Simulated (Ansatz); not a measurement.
Z-matrix (Å, degrees):
```
C
O 1 1.395
F 1 1.349 2 110.4
C 1 1.553 2 106.4 3 119.9
H 1 1.091 2 108.5 3 -119.4
C 2 1.375 1 111.5 3 -97.6
F 4 1.332 1 111.7 2 -118.8
C 4 1.554 1 103.6 2 -0.1
F 4 1.339 1 110.7 2 119.6
F 6 1.322 2 108.6 1 -156.6
F 6 1.339 2 111.4 1 84.0
F 8 1.328 4 113.2 1 -140.7
F 8 1.338 4 109.9 1 96.7
```

Charge 0, multiplicity 1.

(1) List the CAM-B3LYP/def2-TZVPP orbital energies in eV (Ansatz 0.2.0). (An estimate is asked.)

Results:

(1) Ansatz gave: Occupied: -675.43, -675.43, -675.39, -675.39, -675.36, -675.23, -674.82, -525.12, -286.13, -285.06, -285.03, -284.10, -38.77, -38.28, -37.91, -36.85, -36.70, -36.46, -36.26, -33.33, -25.32, -24.14, -21.44, -21.25, -19.85, -19.58, -19.15, -19.06, -18.56, -18.24, -17.93, -17.38, -16.11, -15.79, -15.76, -15.50, -15.38, -15.13, -15.02, -14.69, -14.47, -14.21, -14.20, -13.75, -13.57, -13.15, -12.34, -11.45. Lowest empty: 1.29, 2.15, 2.43, 3.03, 3.55, 4.69, 5.10, 5.71.
